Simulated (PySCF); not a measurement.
A GIAO shielding run with PySCF 2.14.0 with density-fitted response routines (density fitting, non-relativistic, gas phase) on SMILES F[C@@H]([SiH2]CF)[SiH2][SiH3], C$_{2}$H$_{10}$F$_{2}$Si$_{3}$:

```
$ OMP_NUM_THREADS=1 python probes_run.py task.json out

{"job": {"kind": "nmr", "xc": "PBE0", "basis": "pcSseg-1"}, "charge": 0, "multiplicity": 1}
F      4.328820    -0.289055     0.043341
C      3.112378     0.352019     0.181519
Si     1.705728    -0.758642    -0.497924
C      0.082254     0.229082    -0.268436
F      0.024159     0.631240     1.079755
Si    -1.577193    -0.657897    -0.676235
Si    -3.332120     0.603317     0.150230
H      3.206293     1.300466    -0.355131
H      2.998217     0.570595     1.246429
H      1.659735    -1.992925     0.284652
H      1.907984    -1.003602    -1.926165
H      0.133440     1.170124    -0.828807
H     -1.466471    -2.004946    -0.102009
H     -1.522386    -0.832840    -2.134392
H     -3.760727     0.164936     1.480679
H     -3.004573     2.029231     0.249771
H     -4.502537     0.500927    -0.728846
```

Hardware: 1 thread of an Arm Neoverse N1, shared host. The job also computes population analyses, field gradients.

(1) How large is the calculation?

(2) How long does it take, and how much memory does it need?

## Answers

(1) 82 electrons, 190 basis functions and 1059 auxiliary functions.

(2) 51 s of wall time, with 12 SCF cycles and 5 response iterations; peak memory 0.84 GiB. Times on a shared host scatter by some tens of per cent.
